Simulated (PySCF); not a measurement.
chloro(silylmethyl)silane (CH₇ClSi₂), SMILES [SiH3]C[SiH2]Cl. Coordinates come from a PBE-D3(BJ)/def2-SVP optimisation. Other conformers were not sampled.

**Question.** Give the equilibrium geometry at PBE-D3(BJ)/def2-SVP (PySCF confirms it by a frequency run) as a Z-matrix. (The exact figures need the calculation; the answer reports its results.)

**Answer.** This is not unique; one that fits is 
```
C
H 1 1.1109
H 1 1.1127 2 107.05
Si 1 1.8787 2 109.38 3 115.95
H 4 1.5016 1 110.41 2 -168.51
H 4 1.5021 5 109.67 1 -123.64
Si 1 1.9001 2 108.84 3 -117.42
H 7 1.5011 1 110.63 2 -50.95
H 7 1.5050 8 109.13 1 121.04
H 7 1.5054 8 108.80 9 118.25
Cl 4 2.0904 5 107.77 6 -116.92
```
